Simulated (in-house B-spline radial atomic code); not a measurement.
Re²⁺. Computed with a B-spline radial atomic code. Model: non-relativistic spherical atom: semilocal Troullier-Martins pseudo-atom, one channel per l, against all electrons, high spin, G0W0 and RPA with empty states to l = 8, local potential for every l without a channel, a model core (radius 0 = none) keeps its share of the functional.

Without relativity these are model numbers for so heavy an element.

What the tables leave out is listed at the end.

The pseudopotential gives back the lowest level of each angular momentum of its own functional in the configuration it was made in; a second state of the same l is only approximately right. Exact exchange, RPA and GW see the smooth pseudo-orbitals and miss the exchange with the core, for which the functional's share stands in. The column with an uncorrelated core keeps all orbitals and exact exchange, and so separates missing core correlation from pseudisation. Only the three outermost levels and the lowest empty one were computed. RPA here is direct RPA, with no exchange kernel, and its energies carry an (l + 1/2)⁻⁴ tail. A hybrid on a potential with a model core restores only its own semilocal share of the core's exchange.

Command:
```bash
python run_psgw.py task.json out
```
Settings (lengths in bohr, energies in hartree):
```
Z                      75
electrons              73
configuration          [Xe] 4f14 5d5
generated_in           [Xe] 4f14 5d5 6s2
functional             pbe,pbe
core_shells            10
radius_factor          1
core_correction        False
```

Time taken, with all properties: 62 s on 1 thread of Arm Neoverse N1, with other jobs on the host.

Given: made with PBE; model core radius 0 bohr; local radius 1.372 bohr; mean-field start PBE0.

Valence shells of the generating configuration: 4f, 5p, 5d, 6s.

Channel: s 2.844, p 1.112, d 1.387, f 1.39 (radii in bohr).

Computed: largest level miss in the spin-unpolarised generating configuration 0 eV; valence RPA correlation energy all-electron orbitals -1.6864 hartree; valence RPA correlation energy pseudo -2.3852 hartree; pseudo-atom RPA polarisability 8.0157 bohr³.

```tsv
level	occupied	mean-field all-electron (eV)	mean-field pseudo minus all (eV)	G0W0 all-electron (eV)	G0W0 uncorrelated core minus all (eV)	G0W0 pseudo minus all (eV)	exchange self-energy all-electron (eV)	exchange self-energy pseudo (eV)
5d up	1	-25.016	-0.047	-29.444	-0.065	0.284	-29.351	-26.728
5p down	1	-60.018	1.131	-64.945	-0.815	1.389	-38.271	-29.12
5d down (empty)	0	-18.039	0.176	-15.057	0.05	0.209	-10.749	-8.1156
```

Question: What is the all-electron RPA polarisability, core included?

Answer: 8.0611 bohr³.

Given: mean-field start Hartree-Fock.

Computed: valence RPA correlation energy all-electron orbitals -1.5245 hartree; valence RPA correlation energy pseudo -2.2318 hartree; pseudo-atom RPA polarisability 5.8143 bohr³.

```csv
level,occupied,mean-field all-electron (eV),mean-field pseudo minus all (eV),G0W0 all-electron (eV),G0W0 uncorrelated core minus all (eV),G0W0 pseudo minus all (eV),exchange self-energy all-electron (eV),exchange self-energy pseudo (eV)
5d up,1,-29.302,-0.498,-29.67,-0.055,0.234,-29.541,-27.839
5p down,1,-65.206,3.309,-65.299,-0.733,1.529,-37.821,-29.031
6s up (empty),0,-13.488,-1.949,-14.574,-0.014,-1.281,-3.5534,-5.9869
```

Question: What is the all-electron RPA polarisability, core included?

Answer: 6.0862 bohr³.

Among the listed levels the largest G0W0 shift of the pseudo-atom is +1.53 eV, for 5p down on the Hartree-Fock start, while leaving the core uncorrelated moves that level by -0.73 eV. So pseudisation and the lost core exchange, not the missing core correlation, make the error. Not in the tables (levels of low weight, unsolved or above zero; the highest and the empty levels are kept at any weight): on PBE, a start not tabulated, the G0W0 levels 5d up (pseudo minus all +0.31 eV, weights 0.32 and 0.19), 5p down (pseudo minus all +0.72 eV, weights 0.64 and 0.84), 5p up (pseudo minus all +0.63 eV, weights 0.05 and 0.05), 5d down (pseudo minus all +0.03 eV, weights 0.68 and 0.76); on PBE0 the G0W0 levels 5p up (pseudo minus all +4.34 eV, weights 0.03 and 0.06).
